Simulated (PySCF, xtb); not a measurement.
In(Cl)(vinyl)2 (C4H6ClIn), SMILES C=[CH][In]([Cl])[CH]=C.

GFN2-xTB run with xtb at its own geometry gives an orbital gap of 3.21 eV and a dipole moment of 3.64 D.

The structure is a stationary point at PBE-D3(BJ)/def2-SVP. The def2 effective core potentials stand for the cores of In; spin–orbit coupling is left out. The values are those of a single conformer.

### Question
What does ωB97X/def2-TZVP (PySCF) give? (Estimate from the structure and the level; the computed values follow.)

### Answer
gap 10.02 eV (levels -10.08 and -0.05 eV), dipole 3.82 D.
